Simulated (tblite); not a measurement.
C₆H₆NO (doublet state).
Cartesian coordinates in Å at the GFN2-xTB level; atoms count from 1:
```xyz
14
C6H6NO angstrom
C     -2.3004    0.6439    0.0173
C     -1.3774   -0.5559    0.0414
O     -1.7917   -1.6938    0.0863
C      0.0381   -0.2201    0.0055
C      0.6389    1.0087   -0.0467
N      1.9703    0.8986   -0.0672
C      2.2936   -0.4368   -0.0280
C      1.1330   -1.1484    0.0183
H     -3.3359    0.3163    0.0468
H     -2.0901    1.2805    0.8736
H     -2.1220    1.2199   -0.8878
H      2.6266    1.6612   -0.1056
H      3.3146   -0.7636   -0.0341
H      1.0016   -2.2110    0.0580
```

Computed values, GFN2-xTB/tblite, gas phase, harmonic and unscaled. Errors from tens to a few hundred cm⁻¹ against measured bands are possible. One conformer, not necessarily the lowest. Open shells enter through the occupations alone, without spin polarisation, and single modes of such species can be off by tens of per cent.

Harmonic wavenumbers (cm⁻¹): 41.2, 89.1, 157.5, 168.9, 360.1, 360.4, 497.1, 535.8, 586.3, 608.7, 608.9, 763.7, 804.2, 830.5, 899.7, 979.1, 988.5, 1044.4, 1083.3, 1128.2, 1149.9, 1278.1, 1308.3, 1360.8, 1379.7, 1452.2, 1457.2, 1476.3, 1541.5, 1728.5, 3030.8, 3035.2, 3058.3, 3159.1, 3175.8, 3468.8.

A = 5114, B = 1564, C = 1207 MHz; mass 108.045 u (most abundant isotopes); point group Cs, symmetry number 1; spin multiplicity 2.

**Question.** Zero-point energy?

**Answer.** Half the sum of the wavenumbers: 22798 cm⁻¹ = 272.73 kJ/mol.

**Question.** What is S at 298.15 K and 1 bar for an ideal gas of classical rigid rotors and harmonic oscillators?

**Answer.** Translation 167.25, rotation 116.74, vibration 84.11, spin (R ln 2) 5.76: S = 373.9 J/(mol K).

**Question.** And Cp and H(298.15 K) − H(0)?

**Answer.** Cp = 123.63 J/(mol K), of which vibrations give 90.37 (their classical limit is 36 R = 299.3); H(298.15 K) − H(0) = 23.01 kJ/mol without the zero-point energy, 13.09 from vibrations.

**Question.** What must be added to the electronic energy to get the Gibbs energy at 298.15 K and 1 bar?

**Answer.** ZPE + [H(298.15 K) − H(0)] − T·S = 272.73 + 23.01 − 111.47 = 184.27 kJ/mol.

**Question.** Which modes carry the vibrational entropy at 298.15 K?

**Answer.** 41.2 cm⁻¹: 21.76; 89.1 cm⁻¹: 15.40; 157.5 cm⁻¹: 10.79; 168.9 cm⁻¹: 10.24; 360.1 cm⁻¹: 4.69; 360.4 cm⁻¹: 4.69 J/(mol K); the other 30 give 16.54 together.

Hindered rotation and anharmonicity are outside this model. Other conformers, if any are populated, would add a mixing term that is left out.
